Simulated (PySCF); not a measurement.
C3H8Si, SMILES C(=C)C[SiH3]. Geometry optimised at B3LYP-D3(BJ)/def2-SVP. One conformer was computed; it need not be the lowest.

Computed equilibrium geometry at B3LYP-D3(BJ)/def2-SVP (PySCF confirms it by a frequency run) as Cartesian coordinates in Å (one conformer of several):
```xyz
12

Si     1.4720     0.5057    -0.0972
C      0.1232    -0.8273     0.0483
C     -1.1889    -0.2569     0.4974
C     -2.2598    -0.0598    -0.2786
H      2.7850    -0.1231    -0.4325
H      1.1127     1.4823    -1.1652
H      1.6087     1.2368     1.1972
H      0.4872    -1.5871     0.7626
H      0.0258    -1.3221    -0.9328
H     -1.2398     0.0505     1.5501
H     -2.2611    -0.3434    -1.3365
H     -3.1741     0.3911     0.1158
```
